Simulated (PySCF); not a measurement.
Vertical excitations of a molecule CH7BO2Si from TDDFT-PBE/def2-SVPD (PySCF), as energy in eV (oscillator strength): 5.84 (0.012), 6.16 (0.019), 6.56 (0.030), 6.67 (0.005), 6.73 (0.043), 7.15 (0.030), 7.16 (0.002), 7.23 (0.004), 7.30 (0.003), 7.41 (0.006). Lowest triplet (TDA): 5.04 eV. Geometry: B3LYP-D3(BJ)/def2-SVP. The values are those of a single conformer.

Q: Pick the molecule that these values belong to.
(A) CB(O)O[SiH3]
(B) COBO[SiH3]
(C) COB(O)[SiH3]
(D) C[SiH2]B(O)O

A: C, COB(O)[SiH3]
